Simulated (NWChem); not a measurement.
C2H6O2Si; SMILES C1O[SiH2]OC1

```xyz
11

C      0.1313    -0.7562     1.2424
C     -0.1313     0.7562     1.2424
O      0.1900     1.2388    -0.0493
Si     0.0000     0.0000    -1.1627
O     -0.1900    -1.2388    -0.0493
H      1.1936    -0.9656     1.4703
H     -0.4849    -1.2761     1.9930
H      0.4849     1.2761     1.9930
H     -1.1936     0.9656     1.4703
H      1.2156    -0.1154    -2.0129
H     -1.2156     0.1154    -2.0129
```
Atoms are numbered in this order, from 1.

Computed with NWChem. Pople sets run with spherical d functions. The geometry was optimised at PBE0/def2-SVP. B3LYP is NWChem's, with the RPA form of VWN correlation. GIAO values for the isolated, static molecule; σ is the absolute isotropic shielding, δ = σ(reference) − σ with the isolated reference molecule computed at the same levels (13C: tetramethylsilane, 1H: tetramethylsilane, 17O: water, 29Si: tetramethylsilane).

For level KT2/pcSseg-1:

| Item | Result |
|---|---|
| δ O3 (ppm) | 47.5 |
| δ Si4 (ppm) | 4.5 |

Q: How do the values read with level B3LYP/6-311G** instead?

A: The δ O3 (ppm) is 49.1. The δ Si4 (ppm) comes out as -2.5.
